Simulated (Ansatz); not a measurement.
Coupled-cluster diagnostics for In2Se3, Ansatz.

Geometry of the singlet (B3LYP-D4/def2-SVP):

```xyz
5

In   -1.078    0.526   -0.339
In    1.222   -0.712    1.922
Se   -1.420    0.508    2.060
Se   -0.193    0.287   -2.635
Se    1.468   -0.609   -1.009
```

In the def2 sets In takes a core potential; there is no spin–orbit coupling. Correlated methods freeze 35 core orbitals; core or outer-core shells of In, Se are correlated, in sets that lack core-valence functions. Another isomer (singlet) lies 0.25 eV lower at PBE0-D4/def2-TZVP; other spin states weren't run for this one.

Q: Estimate the CCSD(T) correlation energy, the shares of MP2 and (T), T1 and the reference's ⟨S²⟩ for: charge 0, singlet, own geometry in def2-SVP; and the rough time on 4 threads of Arm Neoverse V1 on a shared host.

A: 
```csv
state,basis,correlation (eV),MP2 share (%),(T) share (%),T1,⟨S²⟩ (pure),wall time
"charge 0, singlet, own geometry",def2-SVP,-24.135,95.3,3.8,0.013,0.00 (0.00),59 s
```
Customary marks for T1 are 0.02 (closed shells), 0.045 (open shells) and about 0.05 (3d metals). T1 stays under 0.02 throughout.
